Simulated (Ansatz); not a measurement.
Reaction (redistribution): `C[SiH2][SiH](O)Cl` + `[OH][Y]([OH])[F]` → `C[SiH2][SiH](O)O` + `[OH][Y]([F])[Cl]`

Calculated with Ansatz (gas phase, PBE0-D4/def2-TZVP geometries, no zero-point term in ΔE). CCSD(T)/CBS adds triple-zeta CCSD(T) − MP2 to the extrapolated MP2 energy (def2 sets, frozen cores). Functionals use def2-TZVPP. Elements past krypton have def2 core potentials. For Y outer-core shells are correlated without core-valence functions, which leaves a few kJ/mol of doubt a bond. Each species was taken in one conformer, which may not be the lowest.

CCSD(T)/CBS gives -12.3 kcal/mol.

Task: Another level gave -11.5 kcal/mol. Which?
A. MP2/def2-TZVPP
B. r2SCAN/def2-TZVPP
C. PBE-D4/def2-TZVPP
D. HF/def2-TZVPP

Result: A. MP2/def2-TZVPP -11.5, r2SCAN -12.6, PBE-D4 -10.1, HF/def2-TZVPP -17.7 kcal/mol.

Largest T1 diagnostic among the species: 0.014.

The D4 term adds +0.9 kcal/mol with B3LYP and +0.5 kcal/mol with PBE0; it sums over pairs of atoms, weighted by their polarisabilities, and B3LYP, whose exchange is more repulsive, gets the larger term. In def2-TZVPP, CCSD(T) changes the Hartree–Fock value by +5.0 kcal/mol (the triples alone add +0.6 kcal/mol) and MP2 by +6.2 kcal/mol.

B3LYP here is the variant with VWN-RPA as its local correlation; programs differ in this.
